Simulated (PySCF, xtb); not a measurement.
SiOCl2, SMILES O=[Si](Cl)Cl.

Harmonic wavenumbers (cm⁻¹) from GFN2-xTB (xtb) at its own minimum, in rising order: 162, 223, 269, 478, 578, 1414.

Task: What does PBE-D3(BJ)/def2-SVP (PySCF) give at its own minimum? (Estimate from the structure and the level; the computed values follow.)

Result: 188, 251, 266, 479, 617, 1206. Paired by order, the mean absolute difference is 51 cm⁻¹ and the zero-point energies are 4.5 and 4.3 kcal/mol.
